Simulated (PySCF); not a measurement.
# Polarisability and C₆ of Zr²⁺ (zirconium, charge +2)

[Kr] 4d2, high-spin 3F determinant. Calculation: PySCF 2.14, in aug-cc-pVTZ-PP with one added diffuse shell each of s, p, d, f, g type with ECP28MDF (7s7p6d4f3g, 113 functions); a scalar-relativistic core potential. Coupled (time-dependent) response in atomic units; α is the mean over directions.

```
method  mean α (bohr³)  C₆ (like pair)  S(−4)
  BP86           12.97           63.87  121.5
```

S(−4) is the Cauchy moment in α(ω) = α(0) + S(−4) ω² + …

Spin-orbit coupling is absent.

α(iu) at BP86:

```tsv
u (hartree)	α(iu) (bohr³)
0	12.97
0.0500	12.67
0.100	11.93
0.200	10.03
0.300	8.415
0.500	6.270
0.750	4.657
1.00	3.603
1.50	2.309
2.00	1.577
3.00	0.8445
5.00	0.3446
```

For an ion, C₆ is the dispersion term alone; charge-induced terms of lower order in 1/R come first.

Energies and moments cover only the electrons outside the core potential.
